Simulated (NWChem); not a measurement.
System: SiHBrF2; SMILES F[SiH](F)Br

Parts of the log:

```
             Northwest Computational Chemistry Package (NWChem) 7.3.0
             --------------------------------------------------------

                             Geometry "geometry" -> ""
                             -------------------------

 Output coordinates in angstroms (scale by  1.889725989 to convert to a.u.)

  No.       Tag          Charge          X              Y              Z
 ---- ---------------- ---------- -------------- -------------- --------------
    1 Si                  14.0000     0.37218100     0.92858400     0.00000000
    2 F                    9.0000    -0.29997700     1.58938300    -1.28811100
    3 F                    9.0000    -0.29997700     1.58938300     1.28811100
    4 Br                  35.0000    -0.03435900    -1.24144700     0.00000000
    5 H                    1.0000     1.81924000     1.18137200     0.00000000

 Effective nuclear repulsion energy (a.u.)     339.3398532096

                                 NWChem DFT Module
                                 -----------------

 Summary of "ao basis" -> "ao basis" (spherical)
 ------------------------------------------------------------------------------
       Tag                 Description            Shells   Functions and Types
 ---------------- ------------------------------  ------  ---------------------
 Si                         def2-svp                 8       18   4s3p1d
 F                          def2-svp                 6       14   3s2p1d
 Br                         def2-svp                12       32   5s4p3d
 H                          def2-svp                 3        5   2s1p

 in cosmo_initialize ...
 calling solv_data for solv:dmf

 solvent parameters
 solvname_short: dmf
 solvname_long:  N,N-dimethylformamide
 dielec:       37.2190
 dielecinf:     2.0463
 nonaqueous SMD model solvent descriptors
 dielec:       37.2190
 sola:          0.0000
 solb:          0.7400
 solc:          0.0000
 solg:         49.5600
 solh:          0.0000
 soln:          1.4305

          ---------------
          -cosmo- solvent
          ---------------
 Cosmo: York-Karplus, doi: 10.1021/jp992097l
 dielectric constant -eps-     =  37.22
 screen = (eps-1)/(eps    )    =   0.97313
 surface charge correction     = lagrangian

   van der Waals surface
 --------------------------

[...]

                                COSMO-SMD solvation results
                                ---------------------------

             internal energy in gas <Psi(g)|H|Psi(g)> =     -3063.500166725711
         internal energy in solvent <Psi(s)|H|Psi(s)> =     -3063.499785700435
                               delta internal energy  =         0.000381025276 (    0.24 kcal/mol)
   total free energy in solvent <Psi(s)|H+V/2|Psi(s)> =     -3063.503242789452
 polarization energy contribution <Psi(s)|V/2|Psi(s)> =        -0.003457089017 (   -2.17 kcal/mol)
    total free energy in solvent including G(SMD-CDS) =     -3063.504442798008
                       G(SMD-CDS) energy contribution =        -0.001200008556 (   -0.75 kcal/mol)
     1 M fixed-concentration free energy of solvation =        -0.004276072297 (   -2.68 kcal/mol)

                       DFT Final Molecular Orbital Analysis
                       ------------------------------------

 Vector   32  Occ=2.000000D+00  E=-4.271772D-01
              MO Center=  4.9D-01, -2.7D-02, -8.2D-08, r^2= 3.5D+00
   Bfn.  Coefficient  Atom+Function         Bfn.  Coefficient  Atom+Function
  ----- ------------  ---------------      ----- ------------  ---------------
    62      0.399722  4 Br py                59      0.377205  4 Br py
    79     -0.281127  5 H  s                 56     -0.249710  4 Br py
     8     -0.182928  1 Si px                80     -0.162553  5 H  s
     9     -0.155245  1 Si py                22     -0.135216  2 F  px
    36     -0.135216  3 F  px                23     -0.123332  2 F  py

 Vector   33  Occ=2.000000D+00  E=-3.793999D-01
              MO Center= -1.9D-02, -1.1D+00,  6.6D-07, r^2= 1.7D+00
   Bfn.  Coefficient  Atom+Function         Bfn.  Coefficient  Atom+Function
  ----- ------------  ---------------      ----- ------------  ---------------
    63      0.593098  4 Br pz                60      0.518699  4 Br pz
    57     -0.344518  4 Br pz                54      0.111788  4 Br pz
    23      0.080574  2 F  py                37     -0.080575  3 F  py
    13      0.064284  1 Si pz                26     -0.062285  2 F  py
    40      0.062286  3 F  py                15     -0.052199  1 Si d -1

 Vector   34  Occ=2.000000D+00  E=-3.760816D-01
              MO Center=  5.4D-02, -1.0D+00, -7.7D-07, r^2= 2.0D+00
   Bfn.  Coefficient  Atom+Function         Bfn.  Coefficient  Atom+Function
  ----- ------------  ---------------      ----- ------------  ---------------
    61      0.585621  4 Br px                58      0.509428  4 Br px
    55     -0.338319  4 Br px                79     -0.121819  5 H  s
    52      0.109770  4 Br px                80     -0.103280  5 H  s
    14     -0.056961  1 Si d -2               3     -0.054838  1 Si s
    62     -0.054102  4 Br py                59     -0.044059  4 Br py

 Vector   35  Occ=0.000000D+00  E= 5.872877D-02
              MO Center=  3.2D-01, -2.9D-03,  7.4D-07, r^2= 3.5D+00
   Bfn.  Coefficient  Atom+Function         Bfn.  Coefficient  Atom+Function
  ----- ------------  ---------------      ----- ------------  ---------------
     4      1.035423  1 Si s                 62     -0.763329  4 Br py
     3      0.608822  1 Si s                 12     -0.601795  1 Si py
    80     -0.583129  5 H  s                 51     -0.497216  4 Br s
    50     -0.336564  4 Br s                  2      0.316817  1 Si s
     9     -0.316551  1 Si py                59     -0.256974  4 Br py

[...]
```

Level: M06-2X/def2-SVP, SMD on the gas-phase geometry. Coordinates come from a B3LYP/6-31G* (spherical d) optimisation. Solvent: N,N-dimethylformamide.

Q: Which NWChem input produces such a log?

A: This is not unique; one that fits is the input that was run:
```
start job
memory heap 200 mb stack 900 mb global 1100 mb
geometry units angstroms noautosym nocenter noautoz
  Si     0.372181     0.928584     0.000000
  F     -0.299977     1.589383    -1.288111
  F     -0.299977     1.589383     1.288111
  Br    -0.034359    -1.241447     0.000000
  H      1.819240     1.181372     0.000000
end
basis spherical
  Si library def2-svp
  F library def2-svp
  Br library def2-svp
  H library def2-svp
end
dft
  xc m06-2x
  iterations 150
end
cosmo
  do_cosmo_smd true
  solvent dmf
end
task dft energy
```
